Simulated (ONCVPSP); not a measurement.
## calcium, ONCV: configuration errors across variants

ONCVPSP 4.0.1 input, shortened (lines: element, Z, core and valence counts, functional; n l f; lmax; l rc ep ncon nbas qcut; lloc lpopt rc5 dvloc0; l nproj debl; icmod fcfact rcfact), PBE, scalar-relativistic:

```
  Ca 20.00    3    3        4      upf
    1    0    2.00
    2    0    2.00
    2    1    6.00
    3    0    2.00
    3    1    6.00
    4    0    2.00
    2
    0    1.80    0.00    3    7    6.20
    1    1.40    0.00    4    7    9.60
    2    1.40    0.33    4    9    6.50
    2    5    1.40    0.00
    0    2    2.50
    1    2    1.70
    2    0    1.50
    3    2.50    1.70
```

In the d channel the program set the typed energies aside and used 0.050 Ha.

All-electron excitation energies from the reference (eV): (1) 3s2 3p6 4s1 6.309; (2) 3s2 3p6 4s0 18.130; (3) 3s2 3p6 4s1.5 2.504; (4) 3s2 3p6 3d0.5 4s1.5 1.053.

A true bound ghost makes a file unfit for plane-wave use even where its test errors are small: the radial tests pick states by their node count and pass the ghost by.

Errors AE − PS in meV (a dash: test not solved or not reliable):

```csv
change,(1),(2),(3),(4),bound ghosts,GHOST(+) flags above zero
base,-0.4,-2.5,-0.1,-3.9,none,s
d: rc 1.12,-0.4,-2.5,-0.1,-1.4,s,p
d: rc 1.28,-0.4,-2.5,-0.1,-2.6,none,s
"d: nproj 1; local potential polynomial inside 1.20 bohr (lpopt 5, dvloc0 -1 Ha)",-0.4,-2.5,-0.1,-1.0,none,none
s: nproj 4,-0.4,-2.5,-0.1,-3.8,none,s
"all radii but the core radius scaled by about 1.24 (s 2.22, p 1.74, d 1.74 bohr)",-0.6,-3.2,-0.1,+1.2,none,s
```

Task: Give the same row for: d: ncon 3, nbas 8.

Result: -0.4, -2.6, -0.1, -3.6; bound ghosts: s; GHOST(+) flags above zero: none.
